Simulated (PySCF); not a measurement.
Orbital energies and ionisation energy

C5H9NSi.
Structure used (PBE0-D3(BJ)/def2-SVP), in Å, numbered top down from 1:
```
atom  x, y, z in Å
C1    -1.538    2.241    0.321
C2    -1.200    1.180   -0.167
C3    -0.723   -0.079   -0.692
C4    -1.041   -1.301    0.224
C5     0.162   -1.266    1.199
Si6    1.111   -0.339   -0.141
N7     2.133    0.983    0.251
H8    -1.873    3.175    0.731
H9    -1.001   -0.200   -1.750
H10   -2.032   -1.252    0.702
H11   -1.014   -2.216   -0.389
H12    0.505   -2.232    1.596
H13   -0.047   -0.595    2.048
H14    1.862   -1.214   -1.092
H15    1.753    1.777    0.756
H16    2.885    1.257   -0.369
```

Level: wB97X-D/def2-SVPD (PySCF). Frontier orbitals with their largest atomic shares (Löwdin; up to four atoms above 4 %):

```csv
orbital,ε (eV),main atoms
HOMO−3,-10.29,"C5 22 %, Si6 15 %, N7 15 %, C4 11 %"
HOMO−2,-9.69,"N7 36 %, C2 17 %, C1 16 %, Si6 7 %"
HOMO−1,-9.37,"C1 29 %, C2 27 %, C3 8 %, C5 8 %"
HOMO,-8.60,?
LUMO,2.10,"Si6 34 %, H16 14 %, N7 9 %, C1 8 %"
LUMO+1,2.45,"C4 15 %, H11 12 %, C1 11 %, Si6 8 %"
LUMO+2,2.48,"C1 28 %, C2 16 %, Si6 9 %, H8 7 %"
```

What vertical ionisation energy does ΔSCF give, and how far is −ε(HOMO) from it?

ΔSCF: 8.75 eV (844 kJ/mol; threshold wavelength 142 nm); ⟨S²⟩ of the doublet left behind is 0.766, against 0.75 for a pure doublet. −ε(HOMO) is 8.60 eV, 0.15 eV below it. In exact Kohn–Sham theory the two would be equal; wB97X-D (range-separated hybrid) comes within 0.15 eV of that here. Holes in the HOMO−1 and HOMO−2 were tried too where these lie within 1.2 eV of the HOMO; the lowest converged state counts.

On which atoms does the HOMO lie?

C1 (terminal alkyne carbon) 24 %, C3 (sp3 carbon bound to silicon) 20 %, C2 (alkyne carbon) 19 %, Si6 (SiH silicon) 11 %, so no atom holds as much as 40 %. The HOMO−1 lies 0.77 eV lower.

How many of the 10 lowest singlet excitations (vertical TDDFT, same level) lie below the ionisation energy?

All 10; they run from 6.02 to 7.92 eV.

With α = 89.3 au, estimate the like-pair dispersion coefficient by London's formula C6 = (3/4)α²I.

I = 0.3215 Eh, so C6 ≈ 1920 au; the Casimir–Polder integral at the same level gives 3090 au, 1.61 times as much.

Geometry: PBE0-D3(BJ)/def2-SVP, one conformer, isolated molecule.

The run behind these numbers computed excited states and ΔSCF ions as well. The run took 7.6 min of wall time on Arm Neoverse N1, one thread, no GPU (shared host), and the process peaked at 0.93 GiB of memory.

wB97X-D is run here without its empirical dispersion term; that term would change no orbital, density or response property at a fixed geometry.
